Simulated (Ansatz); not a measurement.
System: MoCl2 (charge 0, quintet). The spin state was set by rule; other spins were not relaxed. 
Coordinates optimised at B3LYP-D3(BJ)/def2-TZVP (Ansatz, an electronic-structure program):
SMILES: [Mo]([Cl])[Cl]
```xyz
3

Mo    -0.0052    -0.0677     0.4134
Cl     2.0820     0.0580    -0.4887
Cl    -2.0691     0.1093    -0.5326
```
Charge 0, spin multiplicity 5.

Basis-set convergence of Hartree-Fock and CCSD correlation energies (hartree) with Ansatz. Valence correlation only, unless marked. UHF or UKS for open shells. No spin-orbit coupling. The frozen core is the preceding noble-gas configuration, with the filled d and f shells of earlier blocks. In def2 rows, elements after Kr have scalar-relativistic effective core potentials.

```tsv
basis	functions	E(HF)	E(corr, CCSD)
def2-SVP	67	-986.36419	-0.37551
def2-TZVPP	140	___	___
```

### Question
Some entries are withheld; supply them.

### Answer

- def2-TZVPP, E(HF): -986.70395
- def2-TZVPP, E(corr, CCSD): -0.52757
